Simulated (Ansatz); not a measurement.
C$_{2}$H$_{5}$AlClF at its PBE0-D4/def2-TZVP geometry, where that method's forces vanish. Charge 0, multiplicity 1. The bonds changed during the relaxation, so this is another structure than the one it started from.

```xyz
10

F    -0.9083    1.9538   -0.7901
C    -0.3495   -1.1852   -0.2568
Cl    0.8610   -2.3650   -0.4940
C    -0.5344   -0.5425    0.8991
Al    0.5737    1.2998   -0.3905
H    -0.9807   -1.0256   -1.1239
H    -1.3740    0.1377    0.9973
H     0.0827   -0.7371    1.7670
H     1.4133    0.7083   -1.5921
H     1.2161    1.7559    0.9839
```

(1) What forces (eV/Å) does B3LYP-D4/def2-TZVPP give on these atoms in Ansatz? (Estimate.)

Results:

(1) Ansatz gave: 
```
F1  -0.098  0.045 -0.029
C2  -0.315  0.170 -0.019
Cl3  0.261 -0.273 -0.069
C4  -0.098  0.003  0.100
Al5  0.281  0.096 -0.018
H6   0.052 -0.018  0.086
H7   0.073 -0.073  0.023
H8  -0.063  0.021 -0.061
H9  -0.057  0.055  0.093
H10 -0.035 -0.025 -0.105
```

B3LYP here is the variant with VWN-RPA as its local correlation; programs differ in this.
